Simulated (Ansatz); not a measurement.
Calculated with Ansatz (gas phase, PBE0-D4/def2-TZVP geometries, no zero-point term in ΔE). CCSD(T)/CBS adds triple-zeta CCSD(T) − MP2 to the extrapolated MP2 energy (def2 sets, frozen cores). This one scheme is used for every species. DFT in def2-TZVPP. B3LYP here is the variant with VWN-RPA as its local correlation; programs differ in this. Each species was taken in one conformer, which may not be the lowest.

Reaction (redistribution): `F[SiH2][AlH][Cl]` + `[SiH3][NH][AlH][Cl]` → `[Cl][AlH][Cl]` + `F[SiH2][AlH][NH][SiH3]`

```csv
level,ΔE (eV)
PBE0-D4,0.01
B3LYP-D4,0.02
B2PLYP,0.03
MP2/def2-QZVPP,0.02
```

(1) What does CCSD(T)/CBS give? (Estimate.)

Largest T1 diagnostic among the species: 0.012.

Results:

(1) Ansatz gave: +0.01 eV. The listed levels differ from it by 0.00, 0.01, 0.02, 0.01 eV.

In def2-TZVPP, CCSD(T) changes the Hartree–Fock value by −0.05 eV (the triples alone add −0.01 eV) and MP2 by −0.05 eV.
